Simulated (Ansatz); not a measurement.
Ansatz (a first-principles code) job for OP, SMILES O=[P], multiplicity 2, B3LYP-D3(BJ)/def2-TZVPD. 

Ansatz 0.2 input:
```yaml
crystal:
  periodic: [false, false, false]
  atoms:
    - {symbol: P, position_ang: [0.00000000, 0.00000000, -0.50616792]}
    - {symbol: O, position_ang: [0.00000000, 0.00000000, 0.94906485]}
basis:
  gaussian:
    orbitals: def2-TZVPD
hamiltonian:
  xc: b3lyp
  dispersion: d3bj
magnetization: {spin_polarized: true, initial_magnetization: 1}
relax: {f_tol: 0.002, max_steps: 200}
```

It prints:

```
WARN ansatz: RAYON_NUM_THREADS=1 ignored (pool sized by the plan → 1); use --threads N
Functional definition: B3LYP
integrals: 0.01 GiB planned
462 factors; their error is unknown
mean field: 0.22 GiB planned
mean field evaluation 1: about -11329.5655 eV, gradient 4.4e1 eV
mean field evaluation 2: about -11265.4433 eV, gradient 1.2e2 eV
mean field evaluation 4: about -11336.3740 eV, gradient 2.9e0 eV
mean field evaluation 8: about -11336.4391 eV, gradient 8.4e-2 eV
mean field evaluation 16: about -11336.4391 eV, gradient 1.8e-5 eV
mean field -11336.43909984 eV, -416.6064528046 hartree, gradient 1.9e-5 eV, S^2 0.754572; 0 other end points of the search recorded, 0 dependent functions left out
the calculation of the forces begins
reference -11336.43928489 eV, -416.6064596050 hartree; 12, 11 occupied and 71, 72 virtual orbitals, 462 factors
relax step   1: F+E_penalty+E_count = -11336.47162980 eV  Δ(F+E_penalty+E_count) = +0.000e0 eV  max|allowed force component| = 1.602e0 eV/Å  Δτ_max = 0.0000 Å  (37 SCF iters, accepted)
these checks for a lower state are left out or cut short: starts, cluster_reference, orbital_swaps, neighbouring_geometries, increment
integrals: 0.01 GiB planned
462 factors; their error is unknown
mean field: 0.22 GiB planned
mean field -11336.45332050 eV, -416.6069754045 hartree, gradient 1.7e-5 eV, S^2 0.754606; 0 other end points of the search recorded, 0 dependent functions left out
the calculation of the forces begins
reference -11336.45350589 eV, -416.6069822171 hartree; 12, 11 occupied and 71, 72 virtual orbitals, 462 factors
relax step   2: F+E_penalty+E_count = -11336.48584639 eV  Δ(F+E_penalty+E_count) = -1.422e-2 eV  max|allowed force component| = 7.845e-1 eV/Å  Δτ_max = 0.0060 Å  (40 SCF iters, accepted)
these checks for a lower state are left out or cut short: starts, cluster_reference, orbital_swaps, neighbouring_geometries, increment
integrals: 0.01 GiB planned
462 factors; their error is unknown
mean field: 0.22 GiB planned
mean field evaluation 32: about -11336.4581 eV, gradient 1.7e-5 eV
mean field -11336.45808632 eV, -416.6071505449 hartree, gradient 1.7e-5 eV, S^2 0.754638; 0 other end points of the search recorded, 0 dependent functions left out
the calculation of the forces begins
reference -11336.45827201 eV, -416.6071573688 hartree; 12, 11 occupied and 71, 72 virtual orbitals, 462 factors
relax step   3: F+E_penalty+E_count = -11336.49060804 eV  Δ(F+E_penalty+E_count) = -4.762e-3 eV  max|allowed force component| = 3.910e-2 eV/Å  Δτ_max = 0.0058 Å  (39 SCF iters, accepted)
these checks for a lower state are left out or cut short: starts, cluster_reference, orbital_swaps, neighbouring_geometries, increment
integrals: 0.01 GiB planned
462 factors; their error is unknown
mean field: 0.22 GiB planned
mean field -11336.45809898 eV, -416.6071510100 hartree, gradient 4.2e-5 eV, S^2 0.754640; 0 other end points of the search recorded, 0 dependent functions left out
the calculation of the forces begins
reference -11336.45828468 eV, -416.6071578345 hartree; 12, 11 occupied and 71, 72 virtual orbitals, 462 factors
relax step   4: F+E_penalty+E_count = -11336.49062046 eV  Δ(F+E_penalty+E_count) = -1.242e-5 eV  max|allowed force component| = 8.932e-5 eV/Å  Δτ_max = 0.0003 Å  (31 SCF iters, accepted)
integrals: 0.01 GiB planned
462 factors; their error is unknown
mean field: 0.22 GiB planned
mean field -11336.45809898 eV, -416.6071510100 hartree, gradient 4.2e-5 eV, S^2 0.754640; 1 other end points of the search recorded, 0 dependent functions left out
the calculation of the forces begins
reference -11336.45828468 eV, -416.6071578345 hartree; 12, 11 occupied and 71, 72 virtual orbitals, 462 factors
Total energy: -11336.49080616 eV, -416.6083529771 hartree
Atom 0 at    -0.000000    -0.000000    -0.518309 Å, force    -0.000000    -0.000000     0.000089 eV/Å
Atom 1 at     0.000000     0.000000     0.961206 Å, force     0.000000     0.000000    -0.000089 eV/Å
Dipole moment:    -0.000000    -0.000000    -0.424023 e Å
```

The calculation finished and met its thresholds.
